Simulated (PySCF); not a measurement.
H₃IMgSi, SMILES [SiH3][Mg][I].

Coordinates come from a PBE-D3(BJ)/def2-SVP optimisation. The def2 effective core potentials stand for the cores of I; spin–orbit coupling is left out.

These are PBE/def2-TZVPD run with PySCF values and carry that method's errors.

Isolated molecule, no solvent.

Computed frontier levels, gap, dipole moment and polarisability:
| Quantity | Value |
|---|---|
| highest occupied level | -6.41 eV |
| lowest empty level | -2.12 eV |
| orbital gap | 4.29 eV |
| dipole moment | 1.28 D |
| quadrupole, principal values (traceless, Buckingham form, about the centre of nuclear charge) | -10.33, 5.16, 5.16 D·Å |
| mean static polarisability | 111.1 bohr³ (16.46 Å³) |
| polarisability, principal values | 88.4, 88.4, 156.4 bohr³ |
